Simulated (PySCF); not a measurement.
Compound: Ga(AsH3)H3.
Cartesian coordinates in Å at the PBE0-D3(BJ)/def2-SVP level; atoms count from 1:
```xyz
8
AsGaH6 angstrom
Ga    -0.005    0.010   -1.538
As     0.003   -0.005    1.097
H      0.770    1.050    1.861
H      0.545   -1.205    1.839
H     -1.296    0.118    1.861
H      1.563   -0.022   -1.708
H     -0.761    1.385   -1.701
H     -0.817   -1.331   -1.711
```

Level of theory: PySCF 2.14.0, density-fitted response routines, TDDFT PBE0/def2-SVPD, vertical, gas phase, core orbitals frozen in the response. Relativistic effects, spin–orbit coupling among them, are left out although an element past zinc is present.

Question: Predict the UV-vis stick spectrum at this level.

Answer: 

```tsv
state	E (eV)	ν̃ (cm⁻¹)	f	|μ| (D)	main configurations (H = HOMO, L = LUMO)
S1	6.24	50340	0.0004	0.13	H-1/H→L (≥92%)
S2	6.24	50340	0.0004	0.13	H-1/H→L (≥92%)
S3	6.69	53990	0.0000	0.02	H-1/H→L+1/L+2 (≥83%)
S4	6.71	54090	0.0005	0.13	H-1/H→L+1/L+2 (≥90%)
S5	6.71	54110	0.0007	0.16	H-1/H→L+1/L+2 (≥87%)
S6	6.78	54700	0.0002	0.08	H-1/H→L+1/L+2 (≥38%), H-2→L (28%)
S7	7.09	57210	0.086	1.79	H-1/H→L+3 (≥96%)
S8	7.09	57220	0.086	1.79	H-1/H→L+3 (≥96%)
S9	7.28	58700	0.480	4.17	H-2→L (64%), H-2→L+3 (9%)
S10	7.37	59410	0.016	0.75	H-2→L+1/L+2 (≥89%)
S11	7.37	59420	0.016	0.75	H-2→L+1/L+2 (≥89%)
S12	8.02	64690	0.251	2.87	H-2→L+3 (45%), H-1/H→L+5 (≥17%), H-1/H→L+6 (≥17%)
S13	8.06	65010	0.319	3.23	H-2→L+3 (40%), H-1/H→L+5 (≥26%), H-1/H→L+6 (≥25%)
S14	8.12	65460	0.020	0.81	H-1/H→L+4 (≥74%), H-1/H→L+5 (≥9%), H-1/H→L+6 (≥9%)
S15	8.12	65480	0.020	0.81	H-1/H→L+4 (≥74%), H-1/H→L+6 (≥10%), H-1/H→L+5 (≥8%)
```

Triplets (Tamm–Dancoff): T1 5.89 eV, H-1/H→L (≥79%); T2 5.89 eV, H-1/H→L (≥79%); T3 6.32 eV, H-1/H→L+1/L+2 (≥50%), H-2→L (18%).

The lowest singlet level (S1/S2) comes at 199 nm (602 kJ/mol) in the vacuum ultraviolet; it is very weak. The strongest level in the table is S9 at 7.28 eV (170 nm, f = 0.480). S1/S2, S4/S5, S7/S8, S10/S11 and S14/S15 lie within about 0.01 eV of each other in each set. Löwdin shares by element: HOMO (one of a set within 0.03 eV) hydrogen 55% or more, gallium 40%; LUMO arsenic 28%, gallium 23%, hydrogen 23% or more (atoms not listed hold the other 26%). The oscillator strengths of these states sum to 1.296; summed over the whole spectrum of an exact calculation they would give the number of electrons, 70 (Thomas–Reiche–Kuhn). Of the 15 states listed, 9 reach f = 0.01 and 5 stay under 0.0005. Orbital energies (eV): HOMO-3 -11.55, HOMO-2 -8.68, HOMO-1 -7.91, HOMO -7.91, LUMO -0.51, LUMO+1 -0.12, LUMO+2 -0.12. Orbitals of the list HOMO-3 to LUMO+2 that lie within 0.01 eV of each other are written together with a slash and their weights summed (≥ marks a lower bound); for degenerate orbitals outside that list single weights are arbitrary. Singlets were solved by full linear response, triplets in the Tamm–Dancoff approximation.

Time: 8.0 s wall. Hardware: an Arm Neoverse V2 with one thread, shared host.
